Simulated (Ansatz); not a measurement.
The cluster Si6Mo⁻, relaxed as a doublet with UKS PBE-D4/def2-SVPD in Ansatz, starting from the GFN2-xTB geometry. Force threshold 0.02 eV/Å.

In the def2 sets Mo takes a core potential; there is no spin–orbit coupling. Another isomer (doublet) lies 1.37 eV lower at PBE0-D4/def2-TZVPD; other spin states weren't run for this one.

Start:

```csv
atom,x (Å),y (Å),z (Å)
Mo1,0.233,-0.577,-0.086
Si2,-1.781,-1.609,0.641
Si3,-0.697,1.666,0.187
Si4,2.303,0.272,-0.891
Si5,-1.478,3.649,0.538
Si6,1.379,-1.599,1.710
Si7,0.040,-1.802,-2.099
```

```tsv
step	energy (eV)	largest force component (eV/Å)	SCF passes
1	-49081.9627	1.463	62
2	-49082.2240	0.368	44
3	-49082.2793	0.266	42
4	-49082.3129	0.124	49
5	-49082.4289	0.230	45
6	-49082.6038	0.199	53
7	-49082.6222	0.408	57
8	-49082.6685	0.238	64
9	-49082.7516	0.304	52
10	-49082.8457	0.233	43
11	-49082.9049	0.264	40
13	-49082.9870	0.534	41
15	-49083.0831	0.188	47
17	-49083.2443	0.352	44
19	-49083.6239	0.793	44
21	-49084.1393	0.749	37
23	-49084.4767	0.406	42
25	-49084.5562	0.255	46
27	-49084.8724	0.492	45
29	-49085.0552	0.336	41
31	-49085.0819	0.047	33
33	-49085.0836	0.016	32
```

Force components are those of the run's own axes.

End:

```xyz
7

Mo    0.648   -1.244   -0.267
Si   -1.362   -2.458    0.218
Si   -0.627    0.909   -0.481
Si    1.845    0.985   -0.346
Si    0.320    2.574    0.845
Si    0.450    0.250    1.730
Si   -1.274   -1.015   -1.699
```

Bonds formed: Si2–Si7, Si3–Si4, Si3–Si6, Si3–Si7, Si4–Si5, Si4–Si6, Si5–Si6 (atoms count from 1).

No frequencies were taken in this run, so the end may be a saddle point.

Run time 3.3 min (4 threads of Arm Neoverse V1 on a shared host).
